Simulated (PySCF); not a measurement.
**Relative stability**

The two ends of one reaction step of BNH₃OF, singlet (PBE0-D4/def2-TZVP).

A:

```
7
angstrom
B -0.2335 0.5176 0.1161
N 0.6642 -0.5295 0.3901
O -1.1410 0.5421 -0.9010
H -1.1336 -0.2347 -1.4608
F -0.2128 1.5937 0.9090
H 1.3085 -0.4728 1.1580
H 0.7297 -1.3781 -0.1396
```

B:

B1  (-0.627, 0.648, 0.365)
N2  (0.434, -0.449, -0.295)
O3  (-1.269, 1.359, -0.429)
H4  (0.355, -0.326, -1.299)
F5  (-0.508, 0.467, 1.700)
H6  (1.395, -0.282, -0.007)
H7  (0.203, -1.409, -0.051)
(Å)

Computed with PySCF 2.14 with density fitting (its default auxiliary sets; JK sets also for MP2 and CCSD(T)) (basis: def2-TZVPP); correlated methods freeze the cores. B3LYP uses VWN-RPA correlation.

(1) Which structure is lower at CCSD(T), and by how much? (An estimate is asked for; the value comes from the calculation.)

T1 diagnostic: at most 0.014.

Answers

(1) Computed: A, by 31.08 kcal/mol (electronic energy, against the other). By their contacts, A is BNH₃OF ([NH2][B]([OH])[F]) and B is BNH₃OF ([NH3][B]([O])[F]).

All methods give the same order:

```
   method  E(B) − E(A) (kcal/mol)
    SPW92                   30.60
   PBE-D4                   28.39
r2SCAN-D4                   31.06
  PBE0-D4                   31.62
 B3LYP-D4                   30.58
 BHLYP-D4                   34.02
  wB97M-V                   31.49
       HF                   37.38
      MP2                   30.31
     CCSD                   32.36
  CCSD(T)                   31.08
```

Labels in which every atom is bracketed show which atoms are joined, not bond orders.

For scale, one of the runs: CCSD(T)/def2-TZVPP, 166 basis functions, launched by `OMP_NUM_THREADS=4 python run.py`. Hardware: 4 CPU threads of an Arm Neoverse V2, shared host. Wall time 2.7 min; peak host memory 1.6 GiB.
